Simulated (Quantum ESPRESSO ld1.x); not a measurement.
The numbers below are computed, except where a source is named.
Question: The mean radii <r> (bohr) of the occupied orbitals of an atom or ion are listed with their occupations. Level of theory: Dirac Kohn-Sham, relativistic LDA (MacDonald-Vosko exchange, VWN5 correlation), spin-unpolarised, spherical densities, point nucleus (ld1.x of Quantum ESPRESSO 7.5).

| orbital | occ. | <r> |
|---|---|---|
| 1s1/2 | 2 | 0.01940 |
| 2s1/2 | 2 | 0.08142 |
| 2p1/2 | 2 | 0.06752 |
| 2p3/2 | 4 | 0.07506 |
| 3s1/2 | 2 | 0.2097 |
| 3p1/2 | 2 | 0.1991 |
| 3p3/2 | 4 | 0.2123 |
| 3d3/2 | 4 | 0.1855 |
| 3d5/2 | 6 | 0.1896 |
| 4s1/2 | 2 | 0.4216 |
| 4p1/2 | 0.666667 | 0.4180 |
| 4p3/2 | 1.33333 | 0.4370 |

Name the element and its charge. Open shells, if any, are shared by 2j + 1.

Answer: Z = 71, lutetium, charge +39: Lu39+ in [Ar] 3d10 4s2 4p2. The 1s radius gives Z: for a bare nucleus <r> = (2 gamma + 1)/(2Z) with gamma = sqrt(1 - (Z/c)^2), 0.01909 bohr for Z = 71, and screening makes it slightly larger (0.01940 here). The occupations add up to 32, and the charge is Z minus that.
